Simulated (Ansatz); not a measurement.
```xyz
19

N     0.017    2.413   -0.809
Hf    0.024    0.477   -0.187
O     1.854    0.010    0.278
Si    3.365   -0.464    0.676
O    -0.711   -0.611   -1.623
Si   -1.310   -1.587   -2.786
O    -1.097    0.259    1.396
Si   -2.065    0.262    2.707
H     0.659    3.132   -0.507
H    -0.639    2.821   -1.460
H     3.799   -1.582   -0.202
H     3.400   -0.919    2.092
H     4.309    0.673    0.512
H    -0.261   -2.535   -3.248
H    -1.767   -0.771   -3.943
H    -2.463   -2.362   -2.257
H    -1.504    1.150    3.760
H    -2.185   -1.115    3.256
H    -3.423    0.751    2.344
```

Charge 0, multiplicity 1. Hf: def2 effective core potential.

**Question.** List the ωB97M-V/def2-TZVPP orbital energies in eV (Ansatz). (An estimate is asked.)

**Answer.** Ansatz gave: Occupied: -1807.34, -1807.34, -1807.21, -525.96, -525.96, -525.77, -393.85, -148.33, -148.33, -148.20, -102.47, -102.47, -102.43, -102.43, -102.43, -102.43, -102.34, -102.30, -102.30, -71.04, -39.67, -39.56, -39.38, -29.74, -29.37, -29.28, -25.59, -17.90, -17.72, -17.63, -15.85, -14.53, -14.30, -14.26, -13.75, -13.72, -13.70, -13.33, -13.27, -13.14, -13.00, -11.38, -11.34, -11.18, -11.11, -11.05, -10.89, -9.90. Lowest empty: 0.74, 2.06, 2.17, 2.24, 2.40, 2.59, 2.61, 2.68.
